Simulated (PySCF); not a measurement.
From one molecule to another.

First species: C₃H₅FO.
Structure used (PBE0-D3(BJ)/def2-SVP), in Å, numbered top down from 1:
```xyz
10
C3H5FO angstrom
C     -1.190    0.034   -0.187
C      0.237    0.449   -0.033
F      0.373    1.414    0.910
C      1.407   -0.379   -0.299
O      0.979    0.672   -1.169
H     -1.589   -0.335    0.768
H     -1.277   -0.753   -0.947
H     -1.788    0.901   -0.505
H      1.299   -1.397   -0.694
H      2.326   -0.173    0.263
```

Second species: 3,3-dimethyl-1-butanol, C₆H₁₄O.
Geometry (PBE0-D3(BJ)/def2-SVP, Å), atoms numbered from 1 in this order:
```
atom  x, y, z in Å
C1    -1.8258   -0.5812    1.4996
C2    -1.0855   -0.0851    0.2548
C3    -1.5781    1.3249   -0.0857
C4    -1.3880   -1.0300   -0.9121
C5     0.4211   -0.0786    0.5705
C6     1.3638    0.3790   -0.5319
O7     2.7112    0.2820   -0.1483
H8    -1.5045   -1.5985    1.7740
H9    -2.9138   -0.6054    1.3284
H10   -1.6356    0.0756    2.3635
H11   -1.3347    2.0364    0.7198
H12   -1.1329    1.7046   -1.0178
H13   -2.6717    1.3323   -0.2178
H14   -1.0094   -2.0447   -0.7098
H15   -0.9353   -0.6820   -1.8530
H16   -2.4742   -1.1049   -1.0795
H17    0.5854    0.5663    1.4551
H18    0.7329   -1.0934    0.8725
H19    1.1095    1.4078   -0.8558
H20    1.2552   -0.2632   -1.4194
H21    2.8302    0.8166    0.6435
```

Levels: CAM-B3LYP/def2-SVPD for dipole moment, HOMO energy, LUMO energy, HOMO–LUMO gap, static isotropic polarisability and electronic spatial extent ⟨r²⟩ about the centre of nuclear charge; TDDFT CAM-B3LYP/def2-SVPD for lowest singlet excitation; PBE0-D3(BJ)/def2-SVP for rotational constant A and rotational constant C. Geometries: PBE0-D3(BJ)/def2-SVP. All species are isolated and taken at one optimised geometry, non-relativistic unless stated; the electronic structure was computed with PySCF and density fitting.

The conformers computed, where there is a choice (atom-mapped SMILES and torsion angles):
- `[CH3:1][C:2]([CH3:3])([CH3:4])[CH2:5][CH2:6][OH:7]`: C1–C2–C5–C6 180°, C2–C5–C6–O7 -177°, H–O7–C6–C5 -58°

Values for the first species:

| Property | Result |
| --- | --- |
| Dipole moment | 2.49 D |
| HOMO energy | -10.11 eV |
| LUMO energy | 1.31 eV |
| HOMO–LUMO gap | 11.42 eV |
| Lowest singlet excitation | 8.36 eV |
| Static isotropic polarisability | 40.1 au |
| Electronic spatial extent ⟨r²⟩ about the centre of nuclear charge | 354 bohr² |
| Rotational constant A | 7.293 GHz |
| Rotational constant C | 4.170 GHz |

**Question.** Estimate the same properties for the second species, and the change in each.

**Answer.** 
```tsv
property	first	second	second less first
dipole moment	2.49 D	1.84 D	-0.65 D
HOMO energy	-10.11 eV	-9.26 eV	+0.85 eV
LUMO energy	1.31 eV	1.15 eV	-0.16 eV
HOMO–LUMO gap	11.42 eV	10.41 eV	-1.01 eV
lowest singlet excitation	8.36 eV	6.98 eV	-1.38 eV
static isotropic polarisability	40.1 au	79.5 au	+39.4 au
electronic spatial extent ⟨r²⟩ about the centre of nuclear charge	354 bohr²	1014 bohr²	+660 bohr²
rotational constant A	7.293 GHz	4.138 GHz	-3.155 GHz
rotational constant C	4.170 GHz	1.394 GHz	-2.776 GHz
```

On the first: S1 lies 3.06 eV below the HOMO–LUMO gap; its leading configuration is HOMO→LUMO, weight 0.53, beside HOMO→LUMO+2, weight 0.35.

On the second: No computed singlet falls in the visible range (750 to 380 nm, 1.65 to 3.26 eV); S1 lies 3.72 eV above its blue end. The polarisability is 11.78 Å³ as a volume (1 au = 0.148185 Å³), or 1.37 au for each of the 58 electrons.
